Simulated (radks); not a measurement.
Results of a calculation; reference values are marked as such.
Question: These are the eigenvalues of the occupied orbitals of an atom or ion with whole-number occupations (Ry). Level of theory: scalar-relativistic Kohn-Sham, exchange-only LDA, spin-polarised, spherical densities, point nucleus (a radial shooting solver on a logarithmic mesh with Libxc functionals).

1s up: -5525.648
1s down: -5525.634
2s up: -1045.662
2s down: -1045.347
2p up: -923.7205
2p down: -923.4542
3s up: -319.0723
3s down: -318.8535
3p up: -283.2224
3p down: -282.9903
3d up: -243.6680
3d down: -243.3765
4s up: -135.5801
4s down: -134.8225
4p up: -122.6290
4p down: -121.8821
4d up: -107.3237
4d down: -106.5775

Which element is it, and in what charge state? The configuration may be excited. Open shells, if any, are filled with parallel spins first.

Answer: Z = 76, osmium, charge +34: Os34+ in [Kr] 4d6. The list shows which subshells hold electrons but not how many an open one holds; the 1s level, -2762.8 hartree, gives Z - s = 74.3 by -(Z - s)^2/2, which with screening and relativity narrows Z to a few neighbours, and the depths of the outer levels then fix element, charge and occupations together.
